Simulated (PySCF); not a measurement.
Gas-phase reaction: 3 Br2 + 2 B2O ⇌ 2 BBr3 + B2O2

Energies from PySCF, thermal terms from the rigid-rotor harmonic-oscillator model, ideal gas at 1 bar. S°(298 K) at PBE0/def2-TZVP differs from the NASA 1993 table for B2O (+19 J/mol/K); whether the harmonic model or the table's entry is off was not settled. † marks an energy on the PBE0/def2-TZVP geometry and frequencies; other levels use their own. 6-31G* has spherical d functions here. All species are closed-shell singlets. B3LYP is the form with VWN-RPA correlation. Br: all electrons, no relativistic terms. The harmonic model lacks anharmonicity and excited electronic states, which grow with temperature; levels with a mode under 35 cm⁻¹ are left out. Strong static correlation: B2O. Soft modes under 120 cm⁻¹ make the harmonic entropy rough for B2O.

```json
[
 {"level": "B3LYP/6-31G*", "ΔE electronic, kJ": "-1355", "ΔH°(298 K), kJ": "-1336", "ΔS°(298 K), J/K": "-309", "ΔG°(2500 K), kJ": "-584"},
 {"level": "HF/def2-TZVP†", "ΔE electronic, kJ": "-1165", "ΔH°(298 K), kJ": "-1145", "ΔS°(298 K), J/K": "-333", "ΔG°(2500 K), kJ": "-332"},
 {"level": "PBE/def2-SVP", "ΔE electronic, kJ": "-1483", "ΔH°(298 K), kJ": "-1464", "ΔS°(298 K), J/K": "-299", "ΔG°(2500 K), kJ": "-737"},
 {"level": "PBE/def2-TZVP†", "ΔE electronic, kJ": "-1409", "ΔH°(298 K), kJ": "-1389", "ΔS°(298 K), J/K": "-333", "ΔG°(2500 K), kJ": "-576"},
 {"level": "PBE0/def2-TZVP", "ΔE electronic, kJ": "-1400", "ΔH°(298 K), kJ": "-1380", "ΔS°(298 K), J/K": "-333", "ΔG°(2500 K), kJ": "-567"},
 {"level": "ωB97X-V/def2-TZVP†", "ΔE electronic, kJ": "-1358", "ΔH°(298 K), kJ": "-1338", "ΔS°(298 K), J/K": "-333", "ΔG°(2500 K), kJ": "-525"}
]
```
ΔH° is lowest at PBE/def2-SVP and highest at HF/def2-TZVP†. No reference value is set beside these.
